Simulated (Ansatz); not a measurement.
Reaction (cleavage of the B–Ge bond): `[BH2][GeH2][CH3]` + `F[SiH2]N[SiH3]` → `BN([SiH3])[SiH2]F` + `[CH3][GeH3]`

Isolated molecules relaxed with PBE0-D4/def2-TZVP in Ansatz; ΔE leaves out vibrations. CBS: MP2 limit from def2 TZ/QZ plus the TZ coupled-cluster correction, frozen cores. This one scheme is used for every species. DFT in def2-TZVPP. B3LYP here is the variant with VWN-RPA as its local correlation; programs differ in this. For Ge outer-core shells are correlated without core-valence functions, which leaves a few kJ/mol of doubt a bond. Scalar relativity is left out up to krypton. Each species was taken in one conformer, which may not be the lowest.

`[BH2][GeH2][CH3]`:

```xyz
10

B    -0.551   -1.458   -1.105
Ge   -0.591   -0.033    0.380
C     0.989    1.121    0.465
H     0.352   -1.543   -1.885
H    -1.456   -2.232   -1.212
H    -0.783   -0.732    1.746
H    -1.848    0.846    0.175
H     1.883    0.523    0.646
H     0.890    1.852    1.268
H     1.116    1.655   -0.478
```

`F[SiH2]N[SiH3]`:

Cartesian coordinates in Å:
```
F 2.220 -0.993 -0.790
Si 0.767 -1.320 -0.202
N -0.364 -0.083 -0.522
Si -0.696 1.333 0.420
H 0.329 -2.568 -0.867
H 0.927 -1.452 1.262
H -0.825 -0.135 -1.420
H -0.283 2.578 -0.282
H 0.073 1.196 1.681
H -2.148 1.443 0.720
```

`BN([SiH3])[SiH2]F`:

Z-matrix (Å, degrees):
```
Si
N 1 1.761
H 1 1.483 2 110.0
H 1 1.485 2 107.6 3 -119.5
H 1 1.482 2 110.1 3 121.0
Si 2 1.732 1 121.8 3 118.9
B 2 1.414 1 117.3 3 -62.2
F 6 1.598 2 109.5 1 72.0
H 6 1.476 2 109.3 1 -169.4
H 6 1.480 2 109.9 1 -44.6
H 7 1.197 2 120.3 1 -179.0
H 7 1.201 2 119.1 1 1.3
```

`[CH3][GeH3]`:

Z-matrix (Å, degrees):
```
C
Ge 1 1.953
H 1 1.091 2 110.3
H 1 1.090 2 110.3 3 120.0
H 1 1.090 2 110.3 3 -120.0
H 2 1.539 1 110.4 3 -59.8
H 2 1.539 1 110.4 3 60.2
H 2 1.539 1 110.4 3 -179.8
```

```json
{"level": "B3LYP-D4", "ΔE (eV)": "-1.43"}
{"level": "ωB97X-V", "ΔE (eV)": "-1.39"}
```

(1) What does CCSD(T)/CBS give? (Estimate.)

Largest T1 diagnostic among the species: 0.012.

Results:

(1) Ansatz gave: -1.38 eV. The listed levels differ from it by -0.05, -0.01 eV.

The D4 term adds −0.05 eV with B3LYP and −0.03 eV with PBE0; it sums over pairs of atoms, weighted by their polarisabilities, and B3LYP, whose exchange is more repulsive, gets the larger term. In def2-TZVPP, CCSD(T) changes the Hartree–Fock value by −0.03 eV (the triples alone add −0.02 eV) and MP2 by −0.08 eV.
